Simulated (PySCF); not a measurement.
Atom-mapped SMILES (the numbers label the heavy atoms): `[CH:1]#[C:2][Si@:3]([OH:4])([PH2:5])[O:6][SiH3:7]` (H(Xn): hydrogen on atom n).

Calculated, not measured (PySCF 2.14.0 with density-fitted response routines): PBE0/pcSseg-1 with gauge-including orbitals, coordinates at the GFN2-xTB level. Equivalent nuclei averaged, one conformer, non-relativistic, no solvent.

Shifts are taken against calculated references (same method and geometry level): $^{13}$C (186.93 ppm) and $^{1}$H (31.72 ppm) and $^{29}$Si (349.16 ppm) against TMS; $^{17}$O (336.08 ppm) against H2O; $^{31}$P (318.38 ppm) vs H3PO4.

```json
{"atoms": "Si7", "nucleus": "$^{29}$Si", "count": "1", "δ (ppm)": "-43.4"}
{"atoms": "H(P5)", "nucleus": "$^{1}$H", "count": "2", "δ (ppm)": "1.27"}
{"atoms": "C1", "nucleus": "$^{13}$C", "count": "1", "δ (ppm)": "?"}
{"atoms": "P5", "nucleus": "$^{31}$P", "count": "1", "δ (ppm)": "?"}
{"atoms": "O6", "nucleus": "$^{17}$O", "count": "1", "δ (ppm)": "62.5"}
{"atoms": "Si3", "nucleus": "$^{29}$Si", "count": "1", "δ (ppm)": "-35.8"}
{"atoms": "H(C1)", "nucleus": "$^{1}$H", "count": "1", "δ (ppm)": "1.92"}
{"atoms": "C2", "nucleus": "$^{13}$C", "count": "1", "δ (ppm)": "91.7"}
{"atoms": "H(Si7)", "nucleus": "$^{1}$H", "count": "3", "δ (ppm)": "5.10"}
{"atoms": "O4", "nucleus": "$^{17}$O", "count": "1", "δ (ppm)": "69.8"}
{"atoms": "H(O4)", "nucleus": "$^{1}$H", "count": "1", "δ (ppm)": "?"}
```

Question: Complete the table.

Answer: 
- C1: 98.1 ppm, terminal alkyne carbon; the triple bond shields along its axis, which puts it between sp3 and sp2 carbons
- H(O4): 2.43 ppm, hydrogen on an oxygen bonded to Si; labile proton, position sensitive to the medium
- P5: -280.8 ppm, phosphorus bonded to Si, 2 H

The OH or NH signal is concentration- and solvent-dependent in practice; the value given is the gas-phase one. Shifts are as computed. Against solution values, carbons near 30 ppm lie about +3 ppm off and those near 130 ppm about +5 ppm. Of 1211 compounds with measured shifts, 218 miss one by over three times the rms of a fit or turn the order of signals round; such compounds aren't used in these exercises. Experimental scales use liquid or dissolved standards, which lie at an offset from isolated H2O (liquid H2O: subtract about 36 ppm) and H3PO4.
